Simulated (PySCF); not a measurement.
Input for PySCF:
```python
from pyscf import gto, scf, mcscf
import numpy

mol = gto.Mole()
mol.atom = '''
    B    -1.08240466    1.83906110    0.20655832
    H    -0.38536245    2.31868549    1.03334041
    H    -2.01887003    2.42080559   -0.19695728
    O    -0.89748341    0.64956040   -0.33363214
    C     0.14653412   -0.28213477   -0.04709439
    C     0.08831702   -0.69968351    1.42443467
    C    -0.10993377   -1.49477913   -0.94898956
    C     1.50753669    0.33759193   -0.37381257
    H     0.84540091   -1.45146627    1.63118943
    H    -0.89125586   -1.11287298    1.65432759
    H     0.25969385    0.15927780    2.06764448
    H    -1.08739179   -1.91794731   -0.73194429
    H     0.64935530   -2.25513461   -0.78833315
    H    -0.09253115   -1.19082626   -1.99249995
    H     1.68898993    1.20391785    0.25662977
    H     1.52989564    0.65669168   -1.41343497
    H     2.29924193   -0.38888687   -0.21092539
'''
mol.basis = 'sto-3g'
mol.verbose = 3
mol.build()

mf = scf.RHF(mol)
mf.kernel()
mc = mcscf.CASSCF(mf, 5, 4)
mc.fix_spin_(ss=0.0)
mc = mc.state_average_([0.5, 0.5])
mc.kernel()
```

Question: Predict the nuclear repulsion energy from SA2-CASSCF(4,5)/STO-3G (PySCF).

Answer: 250.8718 Eh

Question: What is the computed number of basis functions (SA2-CASSCF(4,5)/STO-3G)?

Answer: 41

Question: Give the total energy of the lowest state at the level SA2-CASSCF(4,5)/STO-3G.

Answer: -254.329580 Ha

Question: Estimate the SCF-reference HOMO-LUMO gap that SA2-CASSCF(4,5)/STO-3G returns for this input.

Answer: 18.30 eV

Question: Estimate the SCF-reference dipole moment that SA2-CASSCF(4,5)/STO-3G returns for this input.

Answer: 1.99 D
